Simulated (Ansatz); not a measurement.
Kohn–Sham single points on CH$_{3}$F$_{3}$Sn (`[CH3][Sn]([F])([F])[F]`).

```yaml
crystal:
  periodic: [false, false, false]
  atoms:
    - {symbol: C, position_ang: [-1.034332, -0.074613, 0.605297]}
    - {symbol: Sn, position_ang: [0.777018, 0.042149, -0.455588]}
    - {symbol: F, position_ang: [2.090209, -1.207033, 0.108124]}
    - {symbol: F, position_ang: [0.609756, -0.262371, -2.321597]}
    - {symbol: F, position_ang: [1.645017, 1.725511, -0.330236]}
    - {symbol: H, position_ang: [-1.455638, -1.067907, 0.461689]}
    - {symbol: H, position_ang: [-0.829402, 0.102402, 1.659577]}
    - {symbol: H, position_ang: [-1.710428, 0.684861, 0.216934]}
basis:
  gaussian: {orbitals: def2-TZVPP}
hamiltonian: {xc: lda}
output: {orbitals: {seedname: orbitals}}
```

```sh
$ ansatz run in.yaml --threads 4 --pin off --events-out ev --progress --plain
```

Output, abridged:

```
Functional definition: SPW92
1213 factors; their error is unknown
mean field evaluation 1: about -14989.5827 eV, gradient 8.9e1 eV
mean field evaluation 2: about -14952.8767 eV, gradient 1.7e2 eV
mean field evaluation 4: about -15003.2783 eV, gradient 1.7e1 eV
mean field evaluation 8: about -15003.8703 eV, gradient 2.4e-1 eV
mean field evaluation 16: about -15003.8563 eV, gradient 3.7e-4 eV
mean field -15003.85627996 eV, -551.3815483094 hartree, gradient 2.5e-5 eV, S^2 0.000000; 0 other end points of the search recorded, 0 dependent functions left out
reference -15003.85632942 eV, -551.3815501269 hartree; 29, 29 occupied and 187, 187 virtual orbitals, 1213 factors
Total energy: -15003.85632942 eV, -551.3815501269 hartree
```

Hardware: 4 threads of a server CPU on a shared host. Wall time 0.9 s, peak host memory 0.26 GiB.

Changing it to `hamiltonian: {xc: {name: BHLYP}, dispersion: d4}` (abridged; 2 s):

```
Functional definition: BHLYP
mean field evaluation 16: about -15069.5285 eV, gradient 3.4e-5 eV
mean field -15069.52849573 eV, -553.7949577246 hartree, gradient 3.4e-5 eV, S^2 0.000000
Total energy: -15069.72099596 eV, -553.8020319778 hartree
```

The same input with `hamiltonian: {xc: {name: B3LYP}, dispersion: d4}` and forces (abridged; 2.8 s):

```
Functional definition: B3LYP
mean field -15077.21033417 eV, -554.0772600806 hartree, gradient 4.2e-5 eV, S^2 0.000000
Total energy: -15077.44577600 eV, -554.0859124084 hartree
Atom 0 force    -0.296963    -0.017407     0.172203 eV/Å
Atom 1 force    -0.151477    -0.011138     0.092141 eV/Å
Atom 2 force     0.261179    -0.246154     0.109783 eV/Å
Atom 3 force    -0.032151    -0.059487    -0.368118 eV/Å
Atom 4 force     0.172599     0.331331     0.023223 eV/Å
Atom 5 force     0.024904     0.068861     0.011949 eV/Å
Atom 6 force    -0.017477    -0.012376    -0.072134 eV/Å
Atom 7 force     0.039386    -0.053630     0.030952 eV/Å
Dipole moment:    -0.843295    -0.054171     0.492658 e Å
```

The same input with `hamiltonian: {xc: pbe0, dispersion: d4}` (abridged; 1.8 s):

```
Functional definition: PBE0
mean field -15066.15076551 eV, -553.6708284287 hartree, gradient 3.0e-5 eV, S^2 0.000000
Total energy: -15066.27361121 eV, -553.6753429249 hartree
```

With the line `hamiltonian: {xc: pbe, dispersion: d4}` and forces (abridged; 1.7 s):

```
Functional definition: PBE
mean field evaluation 16: about -15065.8961 eV, gradient 4.3e-3 eV
mean field -15065.89608959 eV, -553.6614692612 hartree, gradient 2.5e-5 eV, S^2 0.000000
Total energy: -15066.04130923 eV, -553.6668059847 hartree
Atom 0 force    -0.152141    -0.008458     0.087828 eV/Å
Atom 1 force    -0.439292    -0.029423     0.260068 eV/Å
Atom 2 force     0.488196    -0.471319     0.216425 eV/Å
Atom 3 force    -0.071043    -0.114854    -0.698549 eV/Å
Atom 4 force     0.319781     0.633421     0.050952 eV/Å
Atom 5 force    -0.071207    -0.186881    -0.032563 eV/Å
Atom 6 force     0.048077     0.034115     0.192711 eV/Å
Atom 7 force    -0.122371     0.143398    -0.076872 eV/Å
Dipole moment:    -0.808233    -0.051917     0.472188 e Å
```

Changing it to `hamiltonian: {xc: {name: revPBE}, dispersion: d4}` (abridged; 1.3 s):

```
Functional definition: revPBE
mean field evaluation 16: about -15073.2313 eV, gradient 3.3e-4 eV
mean field -15073.23127432 eV, -553.9310323283 hartree, gradient 7.8e-5 eV, S^2 0.000000
Total energy: -15073.63340902 eV, -553.9458105059 hartree
```

B3LYP takes the VWN-RPA correlation (the form of Gaussian; ORCA's B3LYP/G).
